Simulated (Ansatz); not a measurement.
Sc₂N₂⁺, relaxed as a doublet with UKS r2SCAN-D4/def2-SVP in Ansatz, starting from the r2SCAN-D4/def2-SVP geometry of the neutral singlet. Force threshold 0.02 eV/Å.

No other spin state of charge 1 was run. The structure comes from a short search, and lower isomers may exist.

Start:

Cartesian coordinates in Å:
```
Sc 1.282 0.299 -0.297
Sc -1.282 -0.299 0.297
N 0.182 -1.209 -0.435
N -0.182 1.209 0.435
```

```
step  energy (eV)  largest force component (eV/Å)  SCF passes
   1  -44363.1727                           2.371          48
   2  -44363.2087                           1.831          42
   3  -44363.5223                           0.498          46
   4  -44363.5352                           0.116          42
   5  -44363.5360                           0.004          45
```

Force components are those of the run's own axes.

End:

```
atom   x (Å)   y (Å)   z (Å)
 Sc1   1.374   0.321  -0.319
 Sc2  -1.374  -0.321   0.319
  N3   0.168  -1.121  -0.403
  N4  -0.168   1.121   0.403
```

By distances, no bond broke or formed. The bond that changes most is Sc2–N4, from 1.87 to 1.88 Å (atoms count from 1).

No frequencies were taken in this run, so the end may be a saddle point.

Run time 28 s (4 threads of Arm Neoverse V2 on a shared host).
